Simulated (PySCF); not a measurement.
# Successive ionisation energies of iodine

Calculated with PySCF 2.14, two-component X2C-1e (Gaussian nucleus, no Breit or QED terms), each ion in its own even-tempered basis; GMP2 freezes the deep shells of the larger ions and drops the highest virtual spinors; eV.

```tsv
ion	configuration	GHF (screened spin-orbit)	GMP2 (screened spin-orbit)	NIST	kind
I¹⁶⁺	[Kr] 4d1	393.38	393.87	393 ± 3	theoretical
I¹⁷⁺	[Kr]	503.87	504.99	505 ± 3	theoretical
I¹⁸⁺	[Ar] 3d10 4s2 4p5	533.94	535.17	535 ± 3	theoretical
I¹⁹⁺	[Ar] 3d10 4s2 4p4	567.76	568.61	569 ± 4	theoretical
I²⁰⁺	[Ar] 3d10 4s2 4p3	599.98	600.69	601 ± 4	theoretical
I²¹⁺	[Ar] 3d10 4s2 4p2	645.74	647.37	649 ± 4	theoretical
I²²⁺	[Ar] 3d10 4s2 4p1	681.29	682.04	683 ± 4	theoretical
I²³⁺	[Ar] 3d10 4s2	758.15	760.61	762 ± 4	theoretical
I²⁴⁺	[Ar] 3d10 4s1	794.00	795.15	800.8 ± 0.4	semi-empirical
I²⁵⁺	[Ar] 3d10	1398.5	1399.9	1397 ± 4	theoretical
I²⁶⁺	[Ar] 3d9	1473.0	1474.4	1472 ± 4	theoretical
I²⁷⁺	[Ar] 3d8	1553.7	1554.9	1553 ± 4	theoretical
```

(1) Where is the largest relative jump?

## Answers

(1) From I²⁴⁺ to I²⁵⁺: 795.15 to 1399.9 eV, where the electron removed from [Ar] 3d10 comes from a deeper shell or subshell.
